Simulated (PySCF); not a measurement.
CH5ClFNSi, SMILES N[Si@@H](Cl)CF.

Geometry: B3LYP-D3(BJ)/def2-SVP. The structure was generated by enumeration; whether it is a known compound was not checked. One conformer was computed; it need not be the lowest.

These are TDDFT-LC-ωPBE/def2-SVPD (PySCF) values and carry that method's errors.

Vertical excitations. Gas-phase values at a fixed geometry.

```
state  energy (eV)  λ (nm)      f                                                                     main pairs
-----  -----------  ------  -----  -----------------------------------------------------------------------------
S1            7.57     164  0.048                                                                 HOMO→LUMO 73 %
S2            8.02     155  0.014                                           HOMO−1→LUMO+1 65 %, HOMO→LUMO+1 12 %
S3            8.49     146  0.112                                           HOMO→LUMO+1 59 %, HOMO−1→LUMO+1 10 %
S4            8.71     142  0.029       HOMO−1→LUMO 33 %, HOMO−2→LUMO+1 26 %, HOMO−3→LUMO+1 6 %, HOMO→LUMO+2 5 %
S5            8.82     141  0.002          HOMO→LUMO+3 38 %, HOMO→LUMO+9 18 %, HOMO→LUMO+10 7 %, HOMO→LUMO+8 6 %
S6            8.91     139  0.025       HOMO−1→LUMO 27 %, HOMO−2→LUMO+1 19 %, HOMO−2→LUMO+2 9 %, HOMO→LUMO+2 5 %
S7            9.03     137  0.077       HOMO−1→LUMO+2 34 %, HOMO→LUMO+2 15 %, HOMO−2→LUMO 7 %, HOMO−2→LUMO+1 6 %
S8            9.07     137  0.041      HOMO→LUMO+2 19 %, HOMO−1→LUMO+2 18 %, HOMO−3→LUMO+1 12 %, HOMO→LUMO+4 6 %
S9            9.29     134  0.010  HOMO−4→LUMO+1 18 %, HOMO−1→LUMO+4 13 %, HOMO−3→LUMO+1 12 %, HOMO−1→LUMO+3 8 %
S10           9.31     133  0.008                                          HOMO−4→LUMO+1 51 %, HOMO−1→LUMO+4 8 %
T1            7.05     176      0                                                                 HOMO→LUMO 65 %
T2            7.35     169      0                                           HOMO−1→LUMO+1 47 %, HOMO→LUMO+1 18 %
T3            7.69     161      0                          HOMO→LUMO+1 45 %, HOMO−1→LUMO+1 18 %, HOMO→LUMO+2 7 %
T4            8.15     152      0                                         HOMO−2→LUMO+1 43 %, HOMO−2→LUMO+2 10 %
```
Triplets are in the Tamm–Dancoff approximation, which puts them higher than full response would, so one can lie above its singlet here.
